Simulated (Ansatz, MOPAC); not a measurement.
**SiCl4 (silicon tetrachloride): methods side by side**

SiCl4, singlet, SMILES `Cl[Si](Cl)(Cl)Cl`. Each level relaxes the structure for itself.

Each level gives the zero-point energy at each level's own minimum (kJ/mol). The values are calculated.

```json
{"level": "PM6-D3", "kind": "semi-empirical", "program": "MOPAC", "value (kJ/mol)": "17.1"}
{"level": "PM6-D3H4", "kind": "semi-empirical", "program": "MOPAC", "value (kJ/mol)": "17.0"}
{"level": "PM6-DH+", "kind": "semi-empirical", "program": "MOPAC", "value (kJ/mol)": "16.9"}
{"level": "PM7", "kind": "semi-empirical", "program": "MOPAC", "value (kJ/mol)": "18.7"}
{"level": "HF/STO-3G", "kind": "Hartree–Fock", "program": "Ansatz", "value (kJ/mol)": "21.4"}
{"level": "HF/3-21G", "kind": "Hartree–Fock", "program": "Ansatz", "value (kJ/mol)": "18.0"}
{"level": "HF/6-31G* (Cartesian functions)", "kind": "Hartree–Fock", "program": "Ansatz", "value (kJ/mol)": "20.5"}
{"level": "PBE/def2-SVP", "kind": "GGA", "program": "Ansatz", "value (kJ/mol)": "18.7"}
{"level": "PBE0-D4/def2-TZVP", "kind": "global hybrid", "program": "Ansatz", "value (kJ/mol)": "19.3"}
{"level": "B3LYP/6-31G* (Cartesian functions)", "kind": "global hybrid", "program": "Ansatz", "value (kJ/mol)": "19.0"}
```

Harmonic and unscaled. The values span 16.9 to 21.4 kJ/mol.
